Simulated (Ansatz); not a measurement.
Species: H$_{6}$Se, charge 0, multiplicity 1. 
Geometry from a B3LYP-D3(BJ)/def2-TZVP (Ansatz, a program for electronic structure) optimisation:
SMILES: [SeH6]
```xyz
7

Se     0.0000     0.0000     0.0000
H      1.5612     0.0042     0.0010
H     -1.5612    -0.0042    -0.0010
H     -0.0042     1.5612     0.0049
H      0.0042    -1.5612    -0.0049
H     -0.0010    -0.0049     1.5612
H      0.0010     0.0049    -1.5612
```
Charge 0, spin multiplicity 1.

Computed values are from Ansatz. Valence correlation only, unless marked. UHF or UKS for open shells. Spin-orbit coupling is left out. Frozen are the shells of the preceding noble gas and the d and f shells that filled before the atom's block. No relativistic terms. CBS(X,Y): correlation extrapolated as X^-3; Hartree-Fock from the larger set.

Question: What is the atomisation energy De at CCSD(T)/CBS(cc-pVTZ,cc-pVQZ)?

Answer: 1094.2 kJ/mol.

Question: What is the dipole moment at CCSD(T)/aug-cc-pVDZ?

Answer: 0.00 D.

Question: What is the total energy at CCSD(T)/CBS(cc-pVTZ,cc-pVQZ)?

Answer: -2403.4305 Eh.

Question: What is the T1 diagnostic at CCSD/cc-pVQZ?

Answer: 0.010.
